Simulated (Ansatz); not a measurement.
The first iterations of a band of BH6NO2Si (11 atoms, charge 0, multiplicity 1).

Level of theory: RKS revPBE-D4/def2-SVP (Ansatz).

```yaml
movable_images: 5
climbing_image: yes
spring: 2.0 to 10.0 eV/Å², energy-weighted
optimiser: quadratic models (default)
start_path: through a guess of the saddle point
force_threshold: 0.03 eV/Å
iteration_limit: 60
end_points: relaxed
```

Image 0:

```xyz
11
Properties=species:S:1:pos:R:3
O -0.892 1.924 0.985
B -0.393 0.778 1.551
N 0.011 -0.388 0.800
Si 0.051 -0.636 -0.928
O 1.657 -0.670 -1.432
H -0.949 1.870 0.012
H -0.297 0.767 2.767
H 0.382 -1.151 1.375
H -0.708 0.524 -1.525
H -0.618 -1.928 -1.321
H 1.821 -1.146 -2.264
```

Image 6:

```xyz
11
Properties=species:S:1:pos:R:3
O 0.459 1.602 0.688
B -0.124 0.350 0.766
N -0.750 -0.055 1.967
Si 0.032 -0.737 -0.949
O 0.917 0.419 -1.855
H 0.847 1.718 -0.204
H -0.787 0.550 2.790
H -1.197 -0.959 2.098
H -1.267 -1.084 -1.651
H 0.794 -2.046 -0.859
H 1.142 0.185 -2.772
```

| iteration | highest image above the first end (eV) | largest band force component (eV/Å) |
| --- | --- | --- |
| 1 | 11.630 | 16.887 |
| 2 | 6.094 | 7.159 |
| 3 | 5.554 | 5.171 |
| 4 | 6.453 | 2.024 |
| 5 | 4.759 | 1.914 |
| 6 | 4.750 | 0.880 |
| 7 | 4.653 | 5.879 |
| 8 | 4.566 | 6.232 |
| 9 | 4.425 | 6.914 |
| 10 | 4.693 | 7.060 |
| 11 | 5.011 | 5.910 |
| 12 | 5.079 | 5.015 |
| 13 | 5.046 | 4.361 |
| 14 | 5.368 | 3.140 |
| 15 | 5.573 | 0.974 |
| 16 | 5.448 | 1.258 |

**Question.** Does the band converge within its limit, and where does its top end?

**Answer.** It converged. It ended after 49 iterations with the highest image 3.707 eV above the first end. Neighbouring images differ by up to 2.1 eV, so the band resolves the path poorly. The order of the stationary point at the top wasn't checked. The orbitals stay closed-shell, which can raise the energy where a bond breaks towards radicals; this wasn't checked here.

The run took 5.5 min on 2 threads of Intel(R) Xeon(R) Platinum 8375C CPU @ 2.90GHz (Ice Lake) (shared host), peak memory 0.16 GiB.
